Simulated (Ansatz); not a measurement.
A CCSD(T) single point on `[CH3][Zr]([OH])([Cl])[I]`.

```yaml
crystal:
  periodic: [false, false, false]
  atoms:
    - {symbol: C, position_ang: [-0.885728, -0.333675, 1.056113]}
    - {symbol: Zr, position_ang: [0.214252, 0.052672, -0.796764]}
    - {symbol: O, position_ang: [1.939093, 0.561353, -0.226379]}
    - {symbol: Cl, position_ang: [0.226033, -1.971825, -1.981435]}
    - {symbol: I, position_ang: [-1.095077, 2.074078, -2.075752]}
    - {symbol: H, position_ang: [-1.914898, -0.632260, 0.825415]}
    - {symbol: H, position_ang: [-0.414548, -1.137221, 1.633120]}
    - {symbol: H, position_ang: [-0.919334, 0.564147, 1.683211]}
    - {symbol: H, position_ang: [2.850207, 0.822730, -0.117539]}
basis:
  gaussian: {orbitals: def2-SVP}
correlation: {method: ccsd_t}
```

```sh
$ ansatz run in.yaml --threads 4 --pin off --events-out ev --progress --plain
```

Output of Ansatz, abridged:

```
Functional definition: HF
1306 factors; integrals over basis functions are off by at most 1.2e-3 eV
mean field evaluation 1: about -24967.5491 eV, gradient 4.7e1 eV
mean field evaluation 2: about -24967.6520 eV, gradient 4.7e1 eV
mean field evaluation 4: about -24972.7723 eV, gradient 4.0e0 eV
mean field evaluation 8: about -24972.8543 eV, gradient 1.5e-1 eV
mean field -24972.85456911 eV, -917.7354782060 hartree, gradient 2.5e-6 eV, S^2 0.000000; 0 other end points of the search recorded, 0 dependent functions left out
11 core orbitals not correlated: weight in the atoms' cores, before any rotation towards them, 1.000 or more for the frozen orbitals, at most 0.000 for the correlated occupied ones
reference -24972.85456911 eV, -917.7354782060 hartree; 25, 25 occupied and 87, 87 virtual orbitals, 1306 factors
second order -22.65306002 eV of doubles, -0.00000000 eV of singles
cycle   1  -22.79802465 eV  change   -1.4e-1 eV  update   1.5e-1
cycle   2  -23.35702980 eV  change   -5.6e-1 eV  update   5.8e-2
cycle   3  -23.54053133 eV  change   -1.8e-1 eV  update   3.0e-2
cycle   4  -23.53706065 eV  change    3.5e-3 eV  update   8.0e-3
cycle   5  -23.53023082 eV  change    6.8e-3 eV  update   2.9e-3
cycle   6  -23.53022392 eV  change    6.9e-6 eV  update   1.0e-3
cycle   7  -23.53013705 eV  change    8.7e-5 eV  update   4.1e-4
cycle   8  -23.53012430 eV  change    1.3e-5 eV  update   1.5e-4
cycle   9  -23.53019088 eV  change   -6.7e-5 eV  update   6.3e-5
cycle  10  -23.53019699 eV  change   -6.1e-6 eV  update   2.6e-5
perturbative correction -0.75987946 eV, -0.0279250551 hartree
Total energy: -24997.14464556 eV, -918.6281220511 hartree
```

It took 14 s on 4 threads of a server CPU on a shared host, with 0.9 GiB of host memory at the peak.

Correlation energy per correlated electron: -0.486 eV. T1 diagnostic: 0.0153.
